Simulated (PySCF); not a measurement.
C₅H₄F₂O, SMILES O=C1C=CCC1(F)F. Atoms are numbered in the order given.

```xyz
12

O      2.0868    -0.2214     0.0000
C      0.9830     0.2516     0.0000
C      0.5688     1.6633     0.0000
C     -0.7723     1.7489     0.0000
C     -1.4682     0.4197     0.0000
C     -0.3262    -0.5895     0.0000
F     -0.3521    -1.3858    -1.0882
F     -0.3521    -1.3858     1.0882
H      1.2773     2.4921     0.0000
H     -1.3323     2.6877     0.0000
H     -2.1055     0.2858    -0.8883
H     -2.1055     0.2858     0.8883
```
Charge 0, spin multiplicity 1.

Geometry: PBE0-D3(BJ)/def2-SVP. This is a generated structure with no PubChem entry under its InChIKey; it may be hypothetical. Other conformers were not sampled.

Level of theory: PBE0-D3(BJ)/def2-SVP in PySCF.

Frequencies are harmonic and unscaled.

| mode | ν (cm⁻¹) | IR (km/mol) | moving atoms (share of kinetic energy) |
|---|---|---|---|
| 1 | 28 | 0.0 | C 36 %, F 28 %, H 18 %, O 18 % |
| 2 | 218 | 2.6 | F 53 %, O 26 %, C 15 % |
| 3 | 297 | 0.1 | C 54 %, F 25 %, H 20 % |
| 4 | 302 | 2.7 | O 51 %, F 42 % |
| 5 | 407 | 0.4 | H 42 %, F 35 %, C 22 % |
| 6 | 428 | 7.5 | F 58 %, C 30 %, O 9 % |
| 7 | 581 | 9.7 | C 47 %, F 21 %, O 18 %, H 14 % |
| 8 | 643 | 7.3 | C 50 %, F 30 %, O 14 % |
| 9 | 690 | 9.2 | H 58 %, C 30 %, F 11 % |
| 10 | 730 | 0.4 | C 56 %, F 24 %, O 14 % |
| 11 | 773 | 7.7 | C 72 %, H 15 %, F 13 % |
| 12 | 832 | 27.4 | C 67 %, H 28 % |
| 13 | 928 | 41.2 | H 52 %, C 36 %, F 12 % |
| 14 | 975 | 15.1 | H 50 %, C 49 % |
| 15 | 1009 | 1.8 | H 77 %, C 21 % |
| 16 | 1069 | 39.6 | C 46 %, H 45 % |
| 17 | 1114 | 23.4 | H 62 %, C 31 % |
| 18 | 1118 | 16.8 | H 60 %, C 36 % |
| 19 | 1222 | 76.3 | C 63 %, H 26 %, F 11 % |
| 20 | 1262 | 16.9 | C 76 %, H 21 % |
| 21 | 1268 | 135.2 | C 60 %, H 28 %, F 13 % |
| 22 | 1372 | 56.0 | C 60 %, H 38 % |
| 23 | 1387 | 33.6 | C 58 %, H 38 % |
| 24 | 1430 | 24.2 | H 76 %, C 23 % |
| 25 | 1681 | 28.8 | C 92 % |
| 26 | 1903 | 257.9 | C 64 %, O 35 % |
| 27 | 3084 | 1.3 | H 94 % |
| 28 | 3142 | 0.1 | H 90 %, C 10 % |
| 29 | 3224 | 1.7 | H 92 %, C 8 % |
| 30 | 3261 | 0.0 | H 91 %, C 9 % |
